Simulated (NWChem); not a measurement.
Species: C3H7BO; SMILES CB(C)C=O

```xyz
12

C      1.3909    -1.1126    -0.0933
B     -0.0012    -0.4233     0.1415
C     -1.3774    -1.1388    -0.1044
C     -0.0044     1.1146     0.5317
O     -0.0152     1.8956    -0.4186
H      2.1809    -0.8167     0.6272
H      1.3462    -2.2166    -0.1751
H      1.7344    -0.7262    -1.0830
H     -2.1683    -0.4608    -0.4838
H     -1.3122    -2.0407    -0.7454
H     -1.7293    -1.4842     0.8979
H      0.0216     1.5177     1.5991
```
Atoms are numbered in this order, from 1.

Computed with NWChem. Pople sets run with spherical d functions. All runs use the structure optimised with PBE-D3(BJ)/def2-SVP.

### Question
Taking PBE0/6-311++G** as the yardstick, which of these has the fewest basis functions while keeping “dipole (D)” within 0.1 D of it: PBE0/6-31G*; PBE0/3-21G; PBE0/STO-3G; PBE0/6-31+G*; PBE0/6-311G**?

### Answer
PBE0/6-31+G* (a larger set in the list lies outside the tolerance).
| level | basis functions | dipole (D) | relative time (rough) |
|---|---|---|---|
| PBE0/STO-3G | 32 | 1.55 | 1 |
| PBE0/3-21G | 59 | 2.50 | 1 |
| PBE0/6-31G* | 84 | 2.62 | 3 |
| PBE0/6-31+G* | 104 | 2.89 | 4 |
| PBE0/6-311G** | 132 | 2.65 | 5 |
| PBE0/6-311++G** | 159 | 2.89 | 10 |

The yardstick is one finite set, not the basis-set limit.
